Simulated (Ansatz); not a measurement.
Basis-set extrapolation for C4H3F3, SMILES `FC1C=CC1(F)F` (PBE0-D4/def2-TZVP geometry, frozen core, Ansatz). Multiplicity 1, RHF reference.

|  | def2-TZVPP | def2-QZVPP |
| --- | --- | --- |
| HF | -451.662429 | -451.681679 |
| MP2 correlation | -1.365606 | -1.479410 |
| CCSD(T) correlation | -1.439865 | not run |

Energies in hartree. Use E(X) = E(∞) + A·exp(−7.88·√X) for Hartree–Fock and E(X) = E(∞) + B·X^(−2.97) for correlation, with X = 3 and 4, and add CCSD(T) minus MP2 of the smaller set to the MP2 limit.

**Question.** What is the CCSD(T) energy at the basis-set limit?

**Answer.** HF limit: -451.681679 + (-0.019250) × 0.13774 = -451.68433. MP2 limit: -1.479410 + (-0.113804) × 0.74074 = -1.56371. Higher-order term: -1.439865 − (-1.365606) = -0.07426. Total: -453.32230 hartree, 577.6 kJ/mol below CCSD(T)/def2-TZVPP.
